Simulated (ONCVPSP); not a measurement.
**carbon, ONCV: configuration errors across variants**

* Element: C
* Generator: ONCVPSP 4.0.1
* Type: optimised norm-conserving Vanderbilt (ONCV)
* Functional: PBEsol
* Relativity: fully relativistic
* Frozen core: [He]
* Valence charge: 4
* Reference configuration: 2s2 2p1 (charge +1)
* Partial waves: 2s: rc 1.20 bohr, ncon 3, nbas 8, qcut 6.8 1/bohr, 2 projectors, debl 1.1 Ha; 2p: rc 1.70 bohr, ncon 4, nbas 9, qcut 8.5 1/bohr, 2 projectors, debl 1.1 Ha; d scattering state at 0.05 Ha: rc 1.75 bohr, ncon 5, nbas 10, qcut 5.2 1/bohr, 2 projectors, debl 3.8 Ha
* Local potential: polynomial inside 0.95 bohr (lpopt 1, dvloc0 0 Ha)
* Core correction: polynomial model core, fcfact 0.45

Open shells are filled in proportion to 2j + 1.

All-electron excitation energies from the reference (eV): (1) 2s2 2p2 -10.789; (2) 2s2 2p0 24.019; (3) 2s1 2p0 71.982; (4) 2s1 2p3 -2.362.

1 further variants failed, have other tests or another functional or relativity, and are left out.

Errors AE − PS in meV (a dash: test not solved or not reliable):

| change | (1) | (2) | (3) | (4) | bound ghosts | GHOST(+) flags above zero |
| --- | --- | --- | --- | --- | --- | --- |
| base | +12 | +57 | +170 | +33 | none | none |
| s: debl 1.4 | +12 | +57 | +170 | +33 | none | none |
| core correction polynomial model core, fcfact 1 | +12 | +54 | +161 | +32 | none | none |
| all radii but the core radius scaled by about 0.94 (s 1.12, p 1.60, d 1.64 bohr); local potential polynomial inside 0.90 bohr (lpopt 1, dvloc0 0 Ha) | +10 | +48 | +158 | +27 | none | none |

Task: Give the same row for: p: rc 2.46.

Result: +45, +162, +422, +99; bound ghosts: none; GHOST(+) flags above zero: none.
